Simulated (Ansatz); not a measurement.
The cluster Au₂S, 3 atoms. Hardware: 4 threads of Arm Neoverse V1 on a shared host.

In the def2 sets Au takes a core potential; there is no spin–orbit coupling. Correlated methods freeze 5 core orbitals; core or outer-core shells of Au are correlated, in sets that lack core-valence functions.

Problem. How many basis functions does each of these Ansatz runs have, and roughly what does it cost? PBE with 50 % exact exchange/def2-TZVP, charge 0 singlet, energy, from earlier orbitals; PBE0-D4/def2-TZVPD, charge -1 doublet at the geometry of the charge 0 singlet, energy; PBE with 50 % exact exchange/def2-TZVP, charge 0 triplet, energy, from earlier orbitals; LC-ωPBE/def2-TZVP, charge 0 triplet, energy, from earlier orbitals; PBE with 15 % exact exchange/def2-TZVP, charge 0 quintet, energy, from earlier orbitals; r2SCAN-D4/def2-TZVP, charge 0 quintet, energy, from earlier orbitals; PBE-D4/def2-TZVP, charge 1 doublet at the geometry of the charge 0 singlet, energy, from earlier orbitals; RPA@PBE/def2-TZVP, charge 0 triplet, energy, from earlier orbitals; RPA@PBE/def2-TZVP, charge 0 singlet, energy, from earlier orbitals; PBE0-D4/def2-TZVP, charge 0 unrestricted singlet, energy, from earlier orbitals; CCSD(T)/def2-TZVPP, charge 0 singlet, energy, from earlier orbitals; B2PLYP/def2-TZVP, charge 0 singlet, energy, from earlier orbitals.

Solution. Other jobs shared the machine, so times can vary by a factor of up to 3. A dash marks memory too small to be measured apart from the calling script's.

```csv
run,functions,fitting or Cholesky vectors,wall time,peak host memory (GiB)
"PBE with 50 % exact exchange/def2-TZVP, charge 0 singlet, energy, from earlier orbitals",117,1254,1.4 s,–
"PBE-D4/def2-TZVP, charge 1 doublet at the geometry of the charge 0 singlet, energy, from earlier orbitals",117,977,1.8 s,–
"RPA@PBE/def2-TZVP, charge 0 singlet, energy, from earlier orbitals",117,965,2.1 s,–
"PBE with 15 % exact exchange/def2-TZVP, charge 0 quintet, energy, from earlier orbitals",117,986,2.2 s,–
"B2PLYP/def2-TZVP, charge 0 singlet, energy, from earlier orbitals",117,965,2.4 s,–
"RPA@PBE/def2-TZVP, charge 0 triplet, energy, from earlier orbitals",117,965,3.2 s,–
"PBE with 50 % exact exchange/def2-TZVP, charge 0 triplet, energy, from earlier orbitals",117,965,3.2 s,–
"PBE0-D4/def2-TZVP, charge 0 unrestricted singlet, energy, from earlier orbitals",117,1093,3.8 s,–
"r2SCAN-D4/def2-TZVP, charge 0 quintet, energy, from earlier orbitals",117,977,5.5 s,–
"LC-ωPBE/def2-TZVP, charge 0 triplet, energy, from earlier orbitals",117,977,8.5 s,–
"PBE0-D4/def2-TZVPD, charge -1 doublet at the geometry of the charge 0 singlet, energy",132,1137,10 s,0.64
"CCSD(T)/def2-TZVPP, charge 0 singlet, energy, from earlier orbitals",154,1045,11 s,0.9
```
